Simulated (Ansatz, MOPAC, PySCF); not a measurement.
Dimer: C2H2 (SMILES C#C) (first 4 atoms) with CH2O2 (SMILES O=CO); geometry from B3LYP-D3(BJ)/def2-TZVP.
(charge 0, multiplicity 1):
```json
[
 {"atom": "C", "x (Å)": "0.5798", "y (Å)": "0.2071", "z (Å)": "-0.0879"},
 {"atom": "C", "x (Å)": "-0.1733", "y (Å)": "-0.5544", "z (Å)": "0.4503"},
 {"atom": "H", "x (Å)": "1.2433", "y (Å)": "0.8742", "z (Å)": "-0.5832"},
 {"atom": "H", "x (Å)": "-0.8312", "y (Å)": "-1.2112", "z (Å)": "0.9704"},
 {"atom": "O", "x (Å)": "-0.9888", "y (Å)": "-0.9581", "z (Å)": "3.5159"},
 {"atom": "C", "x (Å)": "-0.2987", "y (Å)": "-0.0955", "z (Å)": "3.9879"},
 {"atom": "O", "x (Å)": "0.5164", "y (Å)": "0.7130", "z (Å)": "3.3060"},
 {"atom": "H", "x (Å)": "-0.2502", "y (Å)": "0.1412", "z (Å)": "5.0589"},
 {"atom": "H", "x (Å)": "0.4632", "y (Å)": "0.4911", "z (Å)": "2.3539"}
]
```

Interaction energies are E(AB) − E(A) − E(B) at the monomers' geometry in the complex; basis-set methods are counterpoise corrected. Rows marked so take none.

Rows in 3-21G carry no dispersion term and start afresh at each structure. The state that PM3 reach isn't checked.

Run with Ansatz (Gaussian orbitals); MOPAC for PM3 (differences of heats of formation); PySCF for 3-21G rows, the dispersion terms. Each number belongs to the level named beside it.

Q: One of these levels gives -4.55 kcal/mol for the interaction energy. Which?
A. PBE0/def2-TZVPPD
B. HF/3-21G (no counterpoise)
C. revPBE-D4/def2-TZVPPD
D. PM3

A: A, PBE0/def2-TZVPPD. The others give -1.70 (PM3), -5.93 (HF/3-21G (no counterpoise)), -4.96 (revPBE-D4/def2-TZVPPD)

Ansatz is an electronic-structure program.
